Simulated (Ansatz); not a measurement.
Stepwise reaction of `[F][Ge]([F])([F])[F]` with hydrogen, as a gas-phase model of exchange steps in deposition or etching. ΔE in kJ/mol; ΔG adds harmonic PBE0-D4 terms to CCSD(T)/CBS, at 1 bar.

Program: Ansatz. Geometries: PBE0-D4/def2-TZVP. ΔE: electronic, gas phase. CBS: MP2 limit from def2 TZ/QZ plus the TZ coupled-cluster correction, frozen cores. This one scheme is used for every species. Functionals use def2-TZVPP. B3LYP here is the variant with VWN-RPA as its local correlation; programs differ in this. For Ge outer-core shells are correlated without core-valence functions, which leaves a few kJ/mol of doubt a bond. Scalar relativity is left out up to krypton.

| step | reaction | PBE-D4 | B3LYP-D4 | ωB97M-V | CCSD(T)/CBS | ΔG(400 K) |
| --- | --- | --- | --- | --- | --- | --- |
| 1 | `[F][Ge]([F])([F])[F]` + H₂ → `[F][GeH]([F])[F]` + H–F | 21.3 | 23.9 | 25.8 | 20.7 | 17.3 |
| 2 | `[F][GeH]([F])[F]` + H₂ → `[F][GeH2][F]` + H–F | 47.4 | 50.1 | 51.0 | 45.6 | 45.7 |
| 4 | `[F][GeH3]` + H₂ → GeH₄ + H–F | 30.8 | 36.4 | 34.6 | 28.1 | 33.7 |

Give the row of step 3, `[F][GeH2][F]` + H₂ → `[F][GeH3]` + H–F. (Best estimate.)

Computed: 
| step | reaction | PBE-D4 | B3LYP-D4 | ωB97M-V | CCSD(T)/CBS | ΔG(400 K) |
| --- | --- | --- | --- | --- | --- | --- |
| 3 | `[F][GeH2][F]` + H₂ → `[F][GeH3]` + H–F | 49.8 | 53.2 | 52.7 | 47.0 | 49.6 |

By hand: ΔE of the 4 steps together at CCSD(T)/CBS.

(20.7) + (45.6) + (47.0) + (28.1) = 141.4 kJ/mol, or 35.4 kJ/mol a step.

In ΔE step 1 is the lowest and step 3 the highest. All are uphill at CCSD(T)/CBS. ΔG lies between 17.3 and 49.6 kJ/mol a step. PBE-D4 differs from CCSD(T)/CBS by 0.6 to 2.8 kJ/mol a step. Isolated molecules leave out the surface, adducts and barriers. Largest T1 diagnostic: 0.012.
